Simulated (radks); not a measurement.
Q: The scandium ion Sc4+, configuration [Ne] 3s2 3p5. All-electron calculation, non-relativistic Kohn-Sham, PBEsol, spin-polarised, spherical densities, point nucleus; open shells are filled with parallel spins first. Program: a radial shooting solver on a logarithmic mesh with Libxc functionals. Some entries of the table are withheld. Estimate them.

| orbital | occ. | eigenvalue (eV) | <r> (bohr) |
|---|---|---|---|
| 1s up | 1 | -4422.205 | 0.07366 |
| 1s down | 1 | -4421.832 | 0.07366 |
| 2s up | 1 | -525.2664 | 0.3461 |
| 2s down | 1 | -524.9396 | 0.3460 |
| 2p up | 3 | -443.9625 | 0.3084 |
| 2p down | 3 | -443.5057 | 0.3084 |
| 3s up | 1 | -105.5135 | 1.037 |
| 3s down | 1 | -103.9540 | 1.040 |
| 3p up | 3 | -83.9363 | (1) |
| 3p down | 2 | -82.4325 | (2) |

A: 
(1) 3p up <r> (bohr): 1.089
(2) 3p down <r> (bohr): 1.093
